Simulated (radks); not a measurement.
Q: Radial electron density D(r) = 4 pi r^2 rho(r) of an atom or ion with 10 electrons. Method: Dirac Kohn-Sham, PBE, spin-unpolarised, spherical densities, finite nucleus; Fermi nuclear charge, rms radius of each element as measured or else 0.836 A^(1/3) + 0.57 fm; computed with a radial shooting solver on a logarithmic mesh with Libxc functionals.

```
   r/bohr * D(r) (the largest magnitude, 48.2, reaches the edge; | marks zero)
 0.001395 |*
 0.001535 |*
  0.00169 |*
  0.00186 | *
 0.002048 | *
 0.002254 | *
 0.002481 |  *
 0.002731 |  *
  0.00303 |   *
 0.003336 |    *
 0.003672 |     *
 0.004042 |      *
 0.004449 |       *
 0.004897 |        *
  0.00539 |         *
 0.005934 |           *
 0.006531 |             *
  0.00719 |               *
 0.007914 |                 *
 0.008711 |                    *
 0.009589 |                      *
  0.01056 |                         *
  0.01162 |                            *
  0.01279 |                               *
  0.01419 |                                   *
  0.01562 |                                      *
   0.0172 |                                         *
  0.01893 |                                           *
  0.02083 |                                              *
  0.02293 |                                                *
  0.02525 |                                                 *
  0.02779 |                                                 *
  0.03059 |                                                 *
  0.03367 |                                                 *
  0.03706 |                                               *
   0.0408 |                                             *
  0.04491 |                                           *
  0.04943 |                                         *
  0.05441 |                                        *
   0.0599 |                                       *
  0.06646 |                                       *
  0.07316 |                                        *
  0.08053 |                                          *
  0.08864 |                                             *
  0.09758 |                                                *
   0.1074 |                                                   *
   0.1182 |                                                     *
   0.1301 |                                                      *
   0.1433 |                                                     *
   0.1577 |                                                  *
   0.1736 |                                             *
   0.1911 |                                      *
   0.2103 |                               *
   0.2315 |                       *
   0.2548 |                *
   0.2805 |           *
   0.3113 |      *
   0.3426 |   *
   0.3771 | *
   0.4151 |*
    0.457 *
    0.503 *
   0.5537 *
   0.6095 *
```

What is the nuclear charge?

A: Z = 36. The innermost maximum, from 1s, lies near gamma/Z bohr with gamma = sqrt(1 - (Z/c)^2) = 0.965, here 0.0268 bohr (found: 0.0289), and its height grows with Z. The density is that of the krypton ion Kr26+ in [Ne]; the configuration itself is not fixed sharply by these data, and Z only to about a unit. D(r) has 2 maxima, at r = 0.0289, 0.129 bohr, and minima at 0.0633 bohr, inside which lie 2.14 electrons.
